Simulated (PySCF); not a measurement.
## Ionising GeCl

UHF-CCSD(T); Ge def2-TZVPPD, Cl def2-TZVPPD; no relativity (PySCF 2.14). Neutral (UHF): doublet (π ↑), Re = 2.178 Å, ωe = 410 cm⁻¹, De = 3.94 eV.

GeCl⁺ (RHF): singlet (closed shell), Re = 2.063 Å, ωe = 513 cm⁻¹, De = 4.56 eV to Ge⁺ + Cl. The energies at the minima are -2535.32806 hartree for GeCl and -2535.06056 for GeCl⁺.

Task: Work out the adiabatic ionisation energy, without and with harmonic zero-point energies (1 hartree = 27.2114 eV, 1 eV = 8065.5 cm⁻¹), and the change of the bond length.

Result: At CCSD(T): 0.26750 hartree = 7.279 eV between the minima; the zero-point term (513.0 − 410.0)/2 cm⁻¹ = +0.006 eV makes it 7.285 eV. Re changes by -11.5 pm against the neutral. The electron leaves a π orbital, and the shorter bond of the ion fits an antibonding orbital, or a change in how ionic the bond is.

GeCl⁻ (UHF): triplet (π ↑↑), Re = 2.366 Å, ωe = 278 cm⁻¹, De = 1.74 eV to Ge + Cl⁻. The energies at the minima are -2535.32806 hartree for GeCl and -2535.37410 for GeCl⁻.

Task: Work out the adiabatic electron affinity, without and with harmonic zero-point energies (1 hartree = 27.2114 eV, 1 eV = 8065.5 cm⁻¹), and the change of the bond length.

Result: At UHF-CCSD(T): 0.04604 hartree = 1.253 eV between the minima; the zero-point term (410.0 − 278.0)/2 cm⁻¹ = +0.008 eV makes it 1.261 eV. Re changes by +18.8 pm against the neutral. The electron enters a π orbital, and the longer bond of the ion fits an antibonding orbital, or a change in how ionic the bond is.

Correlated steps freeze 14 core orbitals. Spin–orbit coupling is left out. For an ion De counts to the pair picked by the measured ionisation energies or electron affinities, which need not be the lowest pair at this level. Where the molecule has an RHF reference, its open-shell atoms are computed with UHF. States were picked by a PBE0 search and need not be the measured ground states.

Neutral and ion stand on different kinds of reference determinant, which adds to the error of the difference.
